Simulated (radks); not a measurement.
The numbers below are computed, except where a source is named.
Q: Neutral copper, 29 electrons, occupied as [Ar] 3d8.5 4s2 4p0.5 (fractional occupations, a model configuration). Level of theory: non-relativistic Kohn-Sham, r2SCAN, spin-unpolarised, spherical densities, point nucleus; meta-GGA in the generalised Kohn-Sham scheme (a radial shooting solver on a logarithmic mesh with Libxc functionals). Some entries of the table are withheld. Estimate them.

orbital,occ.,eigenvalue (hartree),r(max) (bohr),<r> (bohr)
1s,2,-322.7853,(1),(2)
2s,2,-38.99362,0.1996,(3)
2p,6,-34.16551,0.1596,0.2078
3s,2,-4.58784,0.6198,0.7167
3p,6,-3.05949,0.6213,0.7453
3d,8.5,-0.51765,0.5942,0.9105
4s,2,-0.26609,(4),2.650
4p,0.5,(5),2.794,3.732

A: 
(1) 1s r(max) (bohr): 0.03489
(2) 1s <r> (bohr): 0.05292
(3) 2s <r> (bohr): 0.2383
(4) 4s r(max) (bohr): 2.136
(5) 4p eigenvalue (hartree): -0.06837
